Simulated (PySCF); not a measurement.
**Two-dimensional NMR puzzle**

Compound of formula C9H14Si. Correlations simulated from computed shifts and the bond graph:

HSQC (one-bond C–H):
| δH | δC |
| --- | --- |
| 5.14 | 79.1 |
| 2.34 | 38.5 |
| 1.22 | 23.9 |
| 0.31 | -4.7 |

COSY cross peaks (H two or three bonds apart, from the bond graph; peaks can be absent where the dihedral angle is near 90°):
| δH | δH |
| --- | --- |
| 4.59 | 0.31 |
| 2.34 | 1.22 |

HMBC (two and three bonds, from the bond graph):
| δH | δC |
| --- | --- |
| 5.14 | 229.0, 100.6 |
| 4.59 | 107.6, 103.3, -4.7 |
| 2.34 | 229.0, 107.6, 100.6, 23.9 |
| 1.22 | 100.6, 38.5, 23.9 |
| 0.31 | 103.3 |

Carbons without hydrogens: δ 229.0, 107.6, 103.3, 100.6.

- NMR shieldings at PBE0/pcSseg-1/GIAO
- geometry: GFN2-xTB
- code: PySCF 2.14
- relativity neglected, one computed conformer, no solvent model, averaged over atoms made equivalent by symmetry, fast rotation or ring inversion

Referencing at the same level of theory: 1H (31.72 ppm), 13C (186.93 ppm) vs TMS.

Exchangeable hydrogens are left out of these lists.

Problem. Assemble the structure.

Solution. `CC(C(=C=C)C#C[SiH2]C)C`.

Structure with atom numbers: `[CH2:1]=[C:2]=[C:3]([C:4]#[C:5][SiH2:6][CH3:7])[CH:8]([CH3:9])[CH3:10]`. Hydrogens are named by the atom that carries them.

1. δC 229.0 is C2, a central carbon of an allene.
2. δC 107.6 is C4, an alkyne carbon.
3. δC 103.3 is C5, an alkyne carbon.
4. δC 100.6 is C3, a terminal carbon of a cumulated C=C=C unit.
5. δC 79.1 is C1, a terminal carbon of a cumulated C=C=C unit (δH 5.14).
6. δC 38.5 is C8, an allylic sp3 CH (δH 2.34).
7. δC 23.9 is C9/C10, a methyl carbon (δH 1.22).
8. δC -4.7 is C7, a methyl carbon bonded to Si (δH 0.31).
9. HMBC from δH 5.14 reaches the proton-free carbons C2, C3.
10. HMBC from δH 4.59 reaches the proton-free carbons C4, C5.
11. HMBC from δH 2.34 reaches the proton-free carbons C2, C4, C3.
12. HMBC from δH 1.22 reaches the proton-free carbon C3.
13. COSY links 4.59–0.31, 2.34–1.22.

The data come from this structure; uniqueness wasn't tested.

Shifts are as computed. Against solution values, carbons near 30 ppm lie about +3 ppm off and those near 130 ppm about +5 ppm. Of 1309 compounds with measured shifts, 239 miss one by over three times the rms of a fit or turn the order of signals round; such compounds aren't used in these exercises.
